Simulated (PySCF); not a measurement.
```xyz
4
charge -1 multiplicity 1, angstrom
Sr    0.0000    0.0000    0.0000
Cl    0.0051    0.0000    2.7415
Cl    2.3716    0.0000   -1.3751
Cl   -2.3767    0.0000   -1.3663
```

Method: B3LYP/[Sr def2-SVPD with ECP28, Cl def2-SVPD], scalar-relativistic core potentials, density fitting, no spin–orbit coupling, PySCF.

This geometry of [SrCl3]- is a stationary point at this level.

What is the point group?

D3h.

Is it a minimum?

Yes: all harmonic wavenumbers are real.

Give the atomic charges and bond orders.


| atom | Mulliken | Löwdin | polar tensor | Mayer order to Sr1 |
| --- | --- | --- | --- | --- |
| Sr1 | 1.37 | 0.75 | 1.58 | – |
| Cl2,3,4 | -0.79 | -0.58 | -0.86 | 0.39 |

Give the ideal-gas entropy at 298.15 K and 1 bar by parts.

translation 174.5, rotation 111.0, vibration 76.1, spin 0.0; total 361.7 J/(mol K).

This need not be the most stable arrangement of these atoms. The lowest empty level of this anion is unbound, so it and the gap depend on the basis.
